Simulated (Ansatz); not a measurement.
`C[CH2][GeH2][CH3]` + `[BH2][GaH][SiH2]C` → `[BH2][GaH][GeH2][CH3]` + `CC[SiH2]C`  (redistribution)

Computed with Ansatz on PBE0-D4/def2-TZVP structures; ΔE is electronic, products minus reactants. CCSD(T)/CBS is the MP2 limit (def2-TZVPP, def2-QZVPP) plus CCSD(T) − MP2 in def2-TZVPP, frozen cores. Functionals use def2-TZVPP. For Ga, Ge outer-core shells are correlated without core-valence functions, which leaves a few kJ/mol of doubt a bond. Scalar relativity is left out up to krypton. Each species was taken in one conformer, which may not be the lowest.

`C[CH2][GeH2][CH3]`:

Cartesian coordinates in Å:
```
C -0.995 0.667 1.405
C -0.257 -0.628 1.093
Ge 1.084 -0.431 -0.326
C 0.247 0.150 -1.996
H -1.534 1.045 0.532
H -1.730 0.528 2.204
H -0.306 1.452 1.728
H -0.958 -1.409 0.784
H 0.253 -1.005 1.984
H 2.134 0.616 0.110
H 1.812 -1.774 -0.552
H -0.241 1.117 -1.864
H -0.502 -0.577 -2.317
H 0.994 0.247 -2.785
```

`[BH2][GaH][SiH2]C`:

Z-matrix (Å, degrees):
```
Si
Ga 1 2.424
C 1 1.881 2 114.2
H 1 1.493 2 110.6 3 124.0
H 1 1.496 2 107.0 3 -121.1
B 2 2.059 1 123.0 3 -162.9
H 2 1.581 1 115.9 3 18.3
H 3 1.092 1 110.9 2 -177.6
H 3 1.092 1 110.8 2 62.3
H 3 1.092 1 110.6 2 -57.3
H 6 1.199 2 122.2 1 -87.3
H 6 1.199 2 121.9 1 90.5
```

`[BH2][GaH][GeH2][CH3]`:

```xyz
12

B    -0.011   -0.341    3.137
Ga   -0.297    0.569    1.312
Ge    0.149   -0.622   -0.794
C     0.049    0.511   -2.395
H    -0.871   -0.985    3.668
H     1.043   -0.300    3.707
H    -0.820    2.050    1.163
H     1.540   -1.298   -0.751
H    -0.871   -1.777   -0.945
H     0.237   -0.081   -3.291
H     0.792    1.308   -2.339
H    -0.939    0.965   -2.472
```

`CC[SiH2]C`:

Z-matrix (Å, degrees):
```
C
C 1 1.526
H 1 1.093 2 111.5
H 1 1.093 2 111.7 3 120.0
H 1 1.093 2 111.4 3 -119.8
Si 2 1.878 1 113.9 3 61.2
H 2 1.096 1 110.3 3 -60.8
H 2 1.096 1 110.3 3 -177.4
C 6 1.873 2 111.8 1 -60.0
H 6 1.493 2 109.1 1 61.0
H 6 1.492 2 109.4 1 178.5
H 9 1.093 6 110.9 2 -59.4
H 9 1.092 6 110.9 2 -179.3
H 9 1.093 6 111.2 2 60.8
```

| species | PBE0-D4 energy (Eh) |
| --- | --- |
| `C[CH2][GeH2][CH3]` | -2196.98183 |
| `[BH2][GaH][SiH2]C` | -2281.63991 |
| `[BH2][GaH][GeH2][CH3]` | -4069.00476 |
| `CC[SiH2]C` | -409.62898 |

Question: Work out ΔE.

Answer: ΔE = (-4069.00476) + (-409.62898) − (-2196.98183) − (-2281.63991) = -0.01200 Eh = -0.33 eV. CCSD(T)/CBS gives -0.32 eV.

Largest T1 diagnostic among the species: 0.013.

In def2-TZVPP, CCSD(T) changes the Hartree–Fock value by +0.06 eV (the triples alone add +0.01 eV) and MP2 by +0.04 eV. Leaving LDA and LC-ωPBE aside and taking each functional with its dispersion term where it has one, the values, not all of them listed here, spread over 0.07 eV, from BHLYP-D4 to B97M-V.
